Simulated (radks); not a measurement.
The thulium ion Tm+ inside a hard spherical wall (all orbitals vanish at R), configuration held at [Xe] 4f13 6s1 and not refilled when levels cross. Calculated with a radial shooting solver on a logarithmic mesh with Libxc functionals: scalar-relativistic Kohn-Sham, PBE, spin-polarised, spherical densities, finite nucleus; open shells are filled with parallel spins first (spin-orbit coupling, left out, can overturn this in heavy ions); Fermi nuclear charge, rms radius 5.2256 fm. Eigenvalues in eV for spin up, with the zero of energy where the potential of the charges vanishes at infinity; a dash marks a level that is unbound or too diffuse for the functional's potential to be trusted. A positive occupied level is held by the wall or, in an anion where self-interaction has pushed it up, behind a barrier. The pressure on the wall is -dE/dV.

R (bohr)  E (hartree)  kinetic (hartree)    e(5s)    e(5p)    e(4f)   e(6s)  e(5d, empty)  e(6p, empty)  pressure (GPa)
free      -13565.7837          14741.810  -60.289  -33.795  -10.099  -9.523        -6.847        -5.794               0
12        -13565.7837          14741.810  -60.288  -33.794  -10.098  -9.522        -6.845        -5.784        0.000282
8         -13565.7810          14741.836  -60.166  -33.675   -9.978  -9.388        -6.715        -5.326           0.125
7         -13565.7744          14741.882  -59.981  -33.497   -9.794  -9.126        -6.506        -4.685           0.530
6         -13565.7536          14741.999  -59.589  -33.124   -9.398  -8.398        -6.016        -3.193            2.27
5         -13565.6868          14742.311  -58.778  -32.366   -8.544  -6.338        -4.853         0.441            10.8
3.5       -13565.0850          14744.940  -54.749  -28.492   -3.853   8.091         1.839        21.403             204
2.5       -13561.6884          14759.116  -41.410  -13.567   12.378  61.815        24.813        87.221            3140
2         -13553.3854          14790.059  -17.349   15.260   37.985  154.54        64.644        191.67           17400
